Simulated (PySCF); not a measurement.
An excited-state table with gaps

Compound: C₃H₇NO₂Si₂.
SMILES with atom numbers: `[O:1]=[CH:2][C:3]1=[N:4][Si@@H:5]([O:6][SiH3:7])[CH2:8]1` (hydrogens: H9 on C2; H10 on Si5; H11, H12, H13 on Si7; H14, H15 on C8)

Level of theory: PySCF 2.14.0, density-fitted response routines, TDDFT wB97X-D/def2-SVPD, vertical, gas phase, core orbitals frozen in the response. Isolated species at its GFN2-xTB geometry (one conformer only). Torsions of this conformer, `[O:1]=[CH:2][C:3]1=[N:4][Si@@H:5]([O:6][SiH3:7])[CH2:8]1`: O1–C2–C3–N4 175°, N4–Si5–O6–Si7 -33°.

Orbital energies (eV): HOMO-3 -11.19, HOMO-2 -10.89, HOMO-1 -9.90, HOMO -9.26, LUMO -0.75, LUMO+1 1.53, LUMO+2 2.04.

Lowest singlets, with some entries withheld (?).

```json
{"state": "S1", "λ (nm)": "?", "f": "?", "main configurations (H = HOMO, L = LUMO)": "?"}
{"state": "S2", "λ (nm)": "331.8", "f": "0.0010", "main configurations (H = HOMO, L = LUMO)": "?"}
{"state": "S3", "λ (nm)": "225.4", "f": "?", "main configurations (H = HOMO, L = LUMO)": "H-2→L (63%), H-5→L (18%), H-1→L (11%)"}
{"state": "S4", "λ (nm)": "194.5", "f": "?", "main configurations (H = HOMO, L = LUMO)": "H-3→L (78%), H-4→L (14%)"}
{"state": "S5", "λ (nm)": "180.1", "f": "0.0031", "main configurations (H = HOMO, L = LUMO)": "H-6→L (18%), H-4→L (18%), H→L+5 (11%)"}
{"state": "S6", "λ (nm)": "?", "f": "0.013", "main configurations (H = HOMO, L = LUMO)": "?"}
{"state": "S7", "λ (nm)": "175.1", "f": "0.0066", "main configurations (H = HOMO, L = LUMO)": "H→L+1 (32%), H→L+5 (9%)"}
{"state": "S8", "λ (nm)": "169.5", "f": "0.014", "main configurations (H = HOMO, L = LUMO)": "H→L+1 (30%), H→L+3 (14%), H→L+5 (11%)"}
```

(1) What stands in place of each question mark?

(2) What is the mean static polarisability from the same response equations?

(3) Which level carries the most intensity, and what share of the listed sum of f?

(4) How far apart are S5 and S6, in eV and cm⁻¹?

Results:

(1) 
- S1: λ = 403.0 nm; f = 0.0001; H→L (91%)
- S2: H-1→L (80%), H-2→L (9%)
- S3: f = 0.0041
- S4: f = 0.237
- S6: λ = 177.2 nm; H→L+3 (32%), H→L+2 (10%), H-4→L (10%)

(2) 93.6 au (13.87 Å³), with principal values 77.3, 84.5 and 119.0 au.

(3) S4, with f = 0.237 of 0.279, 85%.

(4) 6.998 − 6.882 = 0.116 eV, or about 930 cm⁻¹.
